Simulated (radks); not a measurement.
Initial-state core-level shifts of the niobium ion Nb3+ when its valence configuration changes from [Kr] 4d2. All-electron calculation, scalar-relativistic Kohn-Sham, PBE, spin-polarised, spherical densities, point nucleus; open shells are filled with parallel spins first (spin-orbit coupling, left out, can overturn this in heavy ions). Program: a radial shooting solver on a logarithmic mesh with Libxc functionals. Shifts are changes of the shell-averaged eigenvalues in eV (positive: less bound).

| valence | 1s | 2s | 2p | 3s |
|---|---|---|---|---|
| 4d1 5p1 | -5.835 | -6.204 | -6.177 | -6.011 |
| 4d1 5s1 | -4.751 | -5.117 | -5.095 | -4.914 |
| 5s2 | -9.853 | -10.620 | -10.574 | -10.157 |
| 4d1.5 5p0.5 | -2.885 | -3.062 | -3.049 | -2.973 |
| 5p2 | -11.887 | -12.680 | -12.622 | -12.234 |
| 4d1.5 5s0.5 | -2.340 | -2.518 | -2.507 | -2.423 |
| 4d0.5 5s1.5 | -7.274 | -7.833 | -7.799 | -7.507 |
